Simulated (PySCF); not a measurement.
## CH$_{6}$Si$_{3}$, SMILES `[SiH2]1C=[SiH][SiH2]1` (charge 0, multiplicity 1)

Computed with PBE0-D3(BJ)/def2-TZVP (PySCF).

The HOMO is -6.90 eV and the dipole moment comes out as 1.09 D. The HOMO–LUMO gap is 5.17 eV and the LUMO is -1.73 eV. The total energy is -909.7726 Ha. The cost comes out as roughly 50 core-seconds.

Bonds (Å): C1–Si2 1.724, C1–Si4 1.855, C1–H5 1.085, Si2–Si3 2.309, Si2–H6 1.492, Si3–Si4 2.357, Si3–H7 1.487, Si3–H8 1.487, Si4–H9 1.492, Si4–H10 1.492. Angles (°): Si2–C1–Si4 101.8, Si2–C1–H5 130.9, Si4–C1–H5 127.3, C1–Si2–Si3 95.0, C1–Si2–H6 126.8, Si3–Si2–H6 138.1, Si2–Si3–Si4 73.1, Si2–Si3–H7 116.4, Si2–Si3–H8 116.4, Si4–Si3–H7 119.2, Si4–Si3–H8 119.2, H7–Si3–H8 108.9, C1–Si4–Si3 90.0, C1–Si4–H9 115.3, C1–Si4–H10 115.3, Si3–Si4–H9 114.5, Si3–Si4–H10 114.4, H9–Si4–H10 107.0.
